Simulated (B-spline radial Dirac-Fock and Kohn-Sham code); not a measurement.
**What relativity does to the binding energies of Lu⁴⁷⁺**

System: lutetium as Lu⁴⁷⁺, [Ar] 3d6.

Both columns are ΔSCF binding energies of the configuration average from a radial B-spline solver: non-relativistic Hartree-Fock with a point nucleus, and Dirac-Fock with a finite nucleus and the Coulomb interaction alone, averaged over the two j levels with weights 2j+1.

| shell | Hartree-Fock (eV) | Dirac-Fock (eV) | shift (eV) | shift (%) |
| --- | --- | --- | --- | --- |
| 1s | 61646.3 | 66400.6 | +4754.29 | +7.71 |
| 2s | 12338.1 | 13623.7 | +1285.61 | +10.42 |
| 2p | 11915.6 | 12361.3 | +445.64 | +3.74 |
| 3s | 4588.8 | 4946.1 | +357.35 | +7.79 |
| 3p | 4402.1 | 4551.3 | +149.16 | +3.39 |
| 3d | 4102.7 | 4111.7 | +9.01 | +0.22 |

Relativity binds 1s, 2s, 2p, 3s, 3p, 3d more strongly, among those listed most of all 2s in relative terms.

Values without a named source are computed, but for edge energies of neutral atoms, which are taken from tables.
